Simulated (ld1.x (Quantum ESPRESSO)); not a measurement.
# Building the TM potential for bismuth (Bi) (PBE, non-relativistic).

Input for ld1.x (Quantum ESPRESSO) 7.5:

```
&input
   title='Bi', zed=83., rel=0, dft='PBE', iswitch=3,
   config='[Xe] 4f14 5d10 6s2 6p1 6d-2',
   nld=3, rlderiv=2.05, eminld=-4.0, emaxld=5.0, deld=0.02
 /
 &inputp
   pseudotype=2, tm=.true., lloc=1,
   nlcc=.true., rcore=0.70,
   file_pseudopw='Bi.UPF', file_wfcaegen='ae.wfc', file_wfcncgen='nc.wfc', file_beta='beta', file_chi='chi'
 /
3
6S  1  0   2.00   0.00  1.90  1.90  0.0
6D  3  2  -2.00   0.35  1.80  1.80  0.0
6P  2  1   1.00   0.00  1.20  1.20  0.0
 &test
   configts(1)='6s2 6p1'
 /
```

Command:

```bash
ld1.x < Bi.in > Bi.out
```

Output (shortened: banner, matrices, multipoles, cross overlaps and the repeated all-electron block are left out):

```
[... start of the log left out ...]

     ------------------- End of pseudopotential generation -------------------

     Computing logarithmic derivative in   2.03894
     Message from routine run_pseudo:
     Warning: convergence not achieved
     Computing logarithmic derivative in   2.03894
     Computing the partial wave expansion
     R is outside the sphere for l=    0 j= 0.00
       no projector for channel:   1
     R is outside the sphere for l=    2 j= 0.00

     ---------------------- Testing the pseudopotential ----------------------

     Bi

     atomic number is 83.00   valence charge is  5.00
     dft =PBE   lsd =0 sic =0 latt =0  beta=0.20 tr2=1.0E-14
     mesh =1283 r(mesh) = 100.09897 xmin = -7.00 dx = 0.01250

     n l     nl             e AE (Ry)        e PS (Ry)    De AE-PS (Ry)
     1 0     6S   1( 2.00)       -1.96467       -1.96467        0.00000
     2 1     6P   1( 1.00)       -1.39748       -1.39748        0.00000

     eps =     NaN  iter =201

     Etot =  -40196.831927 Ry,  -20098.415964 Ha, -546905.759717 eV
     Etotps =          NaN Ry,            NaN Ha,            NaN eV

     Ekin =            NaN Ry,            NaN Ha,            NaN eV
     Encl =            NaN Ry,            NaN Ha,            NaN eV
     Ehrt =       0.000000 Ry,       0.000000 Ha,       0.000000 eV
     Ecxc =     -67.694492 Ry,     -33.847246 Ha,    -921.030480 eV
     (Ecc =     -67.694492 Ry,     -33.847246 Ha,    -921.030480 eV)

     ---------------------- End of pseudopotential test ----------------------
```

The run took about 2.1 s on one core of a shared server CPU.
